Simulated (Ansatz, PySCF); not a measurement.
In(H)(Et)(NH2) (C2H8InN), SMILES C[CH2][InH][NH2]. Atoms are numbered in the order given.

```xyz
12

In    -0.5622     0.3185     0.0676
H     -2.0947     1.1017     0.1973
C      0.4223    -0.6822    -1.5877
C      1.7970    -1.2377    -1.2385
H      0.4836     0.0409    -2.4180
H     -0.2535    -1.4806    -1.9365
H      1.7475    -1.9773    -0.4233
H      2.4893    -0.4464    -0.9091
H      2.2694    -1.7401    -2.1004
N      0.5401     0.3221     1.7668
H      0.2546     0.7384     2.6453
H      1.4593    -0.0966     1.8494
```

The structure is a stationary point at PBE0-D3(BJ)/def2-SVP. The structure was generated by enumeration; whether it is a known compound was not checked. The def2 effective core potentials stand for the cores of In; spin–orbit coupling is left out. Other conformers were not sampled.

Two levels are set side by side: PBE-D3(BJ)/def2-SVP (Ansatz, a first-principles code) and PBE0-D3(BJ)/def2-SVP (Ansatz). Each level has its own optimised geometry; the coordinates shown are those of the second. Frequencies come from the Hessian of PySCF at each geometry. Differences are taken from unrounded values.

```json
[
 {"quantity": "mean bond length (Å)", "PBE0-D3(BJ)": "1.362", "PBE-D3(BJ)": "1.373", "PBE-D3(BJ) minus PBE0-D3(BJ)": "0.011"},
 {"quantity": "bond In1–C3 (Å)", "PBE0-D3(BJ)": "2.170", "PBE-D3(BJ)": "2.190", "PBE-D3(BJ) minus PBE0-D3(BJ)": "0.019"},
 {"quantity": "bond In1–N10 (Å)", "PBE0-D3(BJ)": "2.025", "PBE-D3(BJ)": "2.046", "PBE-D3(BJ) minus PBE0-D3(BJ)": "0.021"},
 {"quantity": "bond C3–C4 (Å)", "PBE0-D3(BJ)": "1.523", "PBE-D3(BJ)": "1.530", "PBE-D3(BJ) minus PBE0-D3(BJ)": "0.007"},
 {"quantity": "bond In1–H2 (Å)", "PBE0-D3(BJ)": "1.726", "PBE-D3(BJ)": "1.737", "PBE-D3(BJ) minus PBE0-D3(BJ)": "0.011"},
 {"quantity": "bond C3–H5 (Å)", "PBE0-D3(BJ)": "1.103", "PBE-D3(BJ)": "1.110", "PBE-D3(BJ) minus PBE0-D3(BJ)": "0.008"},
 {"quantity": "bond C3–H6 (Å)", "PBE0-D3(BJ)": "1.103", "PBE-D3(BJ)": "1.110", "PBE-D3(BJ) minus PBE0-D3(BJ)": "0.008"},
 {"quantity": "bond C4–H7 (Å)", "PBE0-D3(BJ)": "1.102", "PBE-D3(BJ)": "1.110", "PBE-D3(BJ) minus PBE0-D3(BJ)": "0.008"},
 {"quantity": "bond C4–H8 (Å)", "PBE0-D3(BJ)": "1.102", "PBE-D3(BJ)": "1.110", "PBE-D3(BJ) minus PBE0-D3(BJ)": "0.008"},
 {"quantity": "bond C4–H9 (Å)", "PBE0-D3(BJ)": "1.104", "PBE-D3(BJ)": "1.112", "PBE-D3(BJ) minus PBE0-D3(BJ)": "0.009"},
 {"quantity": "bond N10–H11 (Å)", "PBE0-D3(BJ)": "1.013", "PBE-D3(BJ)": "1.022", "PBE-D3(BJ) minus PBE0-D3(BJ)": "0.009"},
 {"quantity": "bond N10–H12 (Å)", "PBE0-D3(BJ)": "1.013", "PBE-D3(BJ)": "1.022", "PBE-D3(BJ) minus PBE0-D3(BJ)": "0.009"},
 {"quantity": "highest harmonic wavenumber (cm⁻¹)", "PBE0-D3(BJ)": "3722", "PBE-D3(BJ)": "3601", "PBE-D3(BJ) minus PBE0-D3(BJ)": "-121"},
 {"quantity": "mean harmonic wavenumber (cm⁻¹)", "PBE0-D3(BJ)": "1390", "PBE-D3(BJ)": "1343", "PBE-D3(BJ) minus PBE0-D3(BJ)": "-48"},
 {"quantity": "zero-point energy (kcal/mol)", "PBE0-D3(BJ)": "59.63", "PBE-D3(BJ)": "57.59", "PBE-D3(BJ) minus PBE0-D3(BJ)": "-2.05"}
]
```

Exact exchange shortens and stiffens bonds; PBE has none. Differences between two approximate levels are no errors against the true value.
